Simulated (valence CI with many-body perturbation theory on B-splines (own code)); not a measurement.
**Ti¹⁵⁺: one-electron terms**

Calculated by relativistic CI+MBPT: five valence electrons over a frozen Dirac-Fock core [He], radial functions for each j: 11 s, 11 p, 10 d, 8 f, 5 g, 2 h, with the one-electron correlation potential Σ1 (screened to all orders), the two-electron term Σ2, the three-electron term Σ3, Breit, model QED; selected single and double excitations, second order for the rest, scaled by the run's own slope (own B-spline code, finite nucleus).

No measured levels were compared; by estimate levels of excited configurations hold to 0.05 to 0.15 % of their energy, terms of the ground configuration to about 0.5 %. Among the levels kept, up to 5400 cm⁻¹ of a level comes from second order outside the variational space, and about a tenth of that is noise between levels of different J, which matters for small intervals.

These are the spectroscopic orbitals of the CI (the correlating ones are not listed), shaped by the core and the other valence electrons. h is the expectation value of the core's Dirac-Fock operator, without the valence repulsion; Σ1 is computed up to l = 3 at one energy for each symmetry, that of its lowest orbital but kept below the first core excitation, so for empty shells it is not the orbital's own correlation shift; Breit and QED include the response of the core.

| Orbital | h (hartree) | Σ1 (cm⁻¹) | Breit (cm⁻¹) | QED (cm⁻¹) | ⟨r⟩ (bohr) |
| --- | --- | --- | --- | --- | --- |
| 2s1/2 | -52.205 | -1095 | 2236 | 1764 | 0.3042 |
| 3s1/2 | -22.635 | -239 | 575 | 466 | 0.7311 |
| 4s1/2 | -12.538 | -88.5 | 222 | 181 | 1.352 |
| 5s1/2 | -7.9548 | -42.7 | 109 | 89.4 | 2.158 |
| 6s1/2 | -5.4924 | -23.9 | 61.6 | 50.5 | 3.152 |
| 7s1/2 | -4.0189 | -14.7 | 38.2 | 31.3 | 4.331 |
| 2p1/2 | -50.655 | -2389 | 4218 | -116 | 0.2647 |
| 3p1/2 | -22.144 | -492 | 1079 | -30.4 | 0.7067 |
| 4p1/2 | -12.327 | -182 | 423 | -12.0 | 1.341 |
| 5p1/2 | -7.8458 | -88.2 | 210 | -6.0 | 2.161 |
| 6p1/2 | -5.429 | -49.5 | 119 | -3.4 | 3.168 |
| 7p1/2 | -3.979 | -30.6 | 74.1 | -2.1 | 4.361 |
| 2p3/2 | -50.358 | -2293 | 1887 | 14.6 | 0.2669 |
| 3p3/2 | -22.058 | -473 | 472 | 3.5 | 0.7098 |
| 4p3/2 | -12.291 | -175 | 184 | 1.4 | 1.346 |
| 5p3/2 | -7.8276 | -84.9 | 90.9 | 0.7 | 2.166 |
| 6p3/2 | -5.4185 | -47.6 | 51.6 | 0.4 | 3.175 |
| 7p3/2 | -3.9724 | -29.4 | 32.1 | 0.2 | 4.368 |
| 3d3/2 | -21.721 | -161 | 23.8 | -4.9 | 0.6248 |
| 4d3/2 | -12.152 | -68.2 | 12.8 | -1.9 | 1.274 |
| 5d3/2 | -7.7565 | -35.0 | 7.1 | -1.0 | 2.109 |
| 6d3/2 | -5.3775 | -20.3 | 4.3 | -0.6 | 3.131 |
| 7d3/2 | -3.9466 | -12.8 | 2.8 | -0.4 | 4.338 |
| 3d5/2 | -21.696 | -159 | 7.1 | 4.4 | 0.6257 |
| 4d5/2 | -12.141 | -67.3 | 3.8 | 1.9 | 1.275 |
| 5d5/2 | -7.7511 | -34.5 | 2.1 | 1.0 | 2.110 |
| 6d5/2 | -5.3744 | -20.0 | 1.3 | 0.6 | 3.132 |
| 7d5/2 | -3.9447 | -12.6 | 0.8 | 0.4 | 4.340 |
| 4f5/2 | -12.03 | -11.0 | 0.1 | -0.9 | 1.119 |
| 5f5/2 | -7.7 | -6.3 | 0.1 | -0.5 | 1.960 |
| 6f5/2 | -5.3463 | -3.8 | 0.0 | -0.3 | 2.989 |
| 7f5/2 | -3.9274 | -2.5 | 0.0 | -0.2 | 4.204 |
| 4f7/2 | -12.026 | -11.0 | 0.0 | 0.7 | 1.120 |
| 5f7/2 | -7.6976 | -6.3 | 0.0 | 0.4 | 1.961 |
| 6f7/2 | -5.3449 | -3.8 | 0.0 | 0.2 | 2.990 |
| 7f7/2 | -3.9265 | -2.5 | 0.0 | 0.1 | 4.205 |
| 5g7/2 | -7.6835 |  | 0.0 | -0.3 | 1.718 |
| 6g7/2 | -5.3361 |  | 0.0 | -0.2 | 2.748 |
| 7g7/2 | -3.9206 |  | 0.0 | -0.1 | 3.966 |
| 5g9/2 | -7.6821 |  | 0.0 | 0.2 | 1.718 |
| 6g9/2 | -5.3352 |  | 0.0 | 0.1 | 2.749 |
| 7g9/2 | -3.92 |  | 0.0 | 0.1 | 3.966 |
| 6h9/2 | -5.3346 |  |  |  | 2.437 |
| 6h11/2 | -5.334 |  |  |  | 2.437 |

Among the shells of the start configuration 2s2 2p3, Σ1 is largest in size for 2p1/2, where it is 0.021 % of h.

Lowest root of each symmetry, sizes in configuration state functions:

| J | Parity | Roots | Reference | Variational | Second order | Change by selected CI (cm⁻¹) | Change by second order (cm⁻¹) |
| --- | --- | --- | --- | --- | --- | --- | --- |
| 1/2 | even | 25 | 105 | 31937 | 1433298 | -25732 | -844 |
| 3/2 | even | 33 | 160 | 31789 | 1447654 | -24260 | -2210 |
| 5/2 | even | 27 | 159 | 31967 | 3258455 | -23630 | -2886 |
| 7/2 | even | 12 | 110 | 32003 | 2888775 | -34076 | -2856 |
| 9/2 | even | 4 | 67 | 40192 | 3199983 | -36097 | -994 |
| 1/2 | odd | 25 | 106 | 31985 | 1364937 | -26699 | -1248 |
| 3/2 | odd | 36 | 161 | 31924 | 2545116 | -22737 | -1582 |
| 5/2 | odd | 28 | 142 | 31935 | 3253924 | -25066 | -3229 |
| 7/2 | odd | 17 | 96 | 31549 | 3324695 | -30615 | -4790 |
| 9/2 | odd | 7 | 46 | 32166 | 4564111 | -24084 | -721 |
| 11/2 | odd | 2 | 19 | 44529 | 2955666 | -35419 | -1017 |
